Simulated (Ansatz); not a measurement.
C₃H₈OSi, SMILES `CC1OC[SiH2]1`. The species carries charge 0 and has multiplicity 1.

```xyz
13

C    -1.185   -0.840   -1.139
C    -0.564    0.254   -0.313
O    -0.663   -0.045    1.104
C     0.603    0.390    1.641
Si    1.315    0.445   -0.109
H    -1.134   -0.587   -2.202
H    -0.674   -1.794   -0.987
H    -2.238   -0.972   -0.873
H    -1.067    1.210   -0.516
H     0.982   -0.340    2.359
H     0.510    1.361    2.143
H     2.009    1.669   -0.597
H     2.106   -0.751   -0.512
```

(1) Give the diagnostics of a CCSD(T)/def2-TZVPP run (frozen core, the Gaussian-basis code of Ansatz). (An estimate is asked.)

## Answers

(1) Computed: T1 = 0.0116, largest single amplitude 0.015, largest double 0.016, (T) share of the correlation energy 3.9 %, 9 CCSD cycles. The RHF solution is stable towards an unrestricted one. T1 lies under the customary mark of 0.02 for closed shells.
